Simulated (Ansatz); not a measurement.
Frontier orbitals of CH3F3Sn (`F[C](F)(F)[SnH3]`).

The species carries charge 0 and has multiplicity 1. Correlated methods include outer-core shells of Sn, which these sets cover unevenly. Sn takes the def2 core potential. The structure was optimised at the PBE0-D4/def2-TZVP level. Basis def2-TZVPP, the Gaussian-basis code of Ansatz.

Orbital energies of one run (eV). Highest occupied ones, from the top: -11.08, -11.97, -11.97, -14.19, -14.80, -14.80, -15.85, -15.85, -16.70, -19.07, -19.07, -19.21, -22.35, -31.56. Empty: 1.11, 2.01, 2.01, 2.11, 3.47, 3.47.

**Question.** Which functional gave them?
A. B97M-V
B. CAM-B3LYP
C. PBE0
D. ωB97M-V

**Answer.** D. HOMO energies: ωB97M-V -11.08, B97M-V -7.85, CAM-B3LYP -10.28, PBE0 -8.85 eV.
